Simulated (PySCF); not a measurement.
B2Cl4, charge -1, doublet, at a GFN2-xTB geometry (a state made from the parent by changing its charge; the spin is typed, not shown lowest) (in this run its highest filled SCF level lies above zero, so its values depend strongly on the basis, on diffuse functions most of all). Base run: PySCF with B3LYP/STO-3G.

PySCF was given this input:
```python
from pyscf import gto, scf, dft

mol = gto.M(
    atom='''
Cl   -1.642920   -1.653476   -0.117481
B    -0.778885   -0.075098   -0.063347
Cl   -1.924122    1.309551   -0.172628
B     0.778885    0.075098    0.063347
Cl    1.924122   -1.309551    0.172628
Cl    1.642920    1.653476    0.117481
''',
    basis='sto-3g',
    charge=-1,
    spin=1,
    verbose=4,
)

mf = dft.UKS(mol)
mf.xc = 'b3lyp'
mf.kernel()
mf.analyze()
```

Variants of this job, named by their change:

```csv
change,ΔE vs base (µEh),SCF cycles,<S^2>,outcome
base,0.0,7,0.752,converged
diis_space = 2,0.0,9,0.752,converged
diis_space = 12,0.0,7,0.752,converged
init_guess = vsap,0.0,8,0.752,converged
diis_space = 4,0.0,7,0.752,converged
conv_tol = 1e-4,0.2,4,0.752,converged
diis_space = 20,0.0,7,0.752,converged
level_shift = 0.5 (with mf.max_cycle = 100),0.0,16,0.752,converged
diis = off (with mf.max_cycle = 100),-,100,-,not converged
diis = off; damp = 0.6 (with mf.diis_start_cycle = 200; with mf.max_cycle = 150),0.0,21,0.752,converged
diis = off; damp = 0.3 (with mf.diis_start_cycle = 200; with mf.max_cycle = 150),0.0,13,0.752,converged
conv_tol_grad = 1e-7,0.0,8,0.752,converged
level_shift = 0.1 (with mf.max_cycle = 100),0.0,9,0.752,converged
```

Open shells are given as the SCF converged; they aren't shown to be the lowest states, and a large step between rows can be another state.
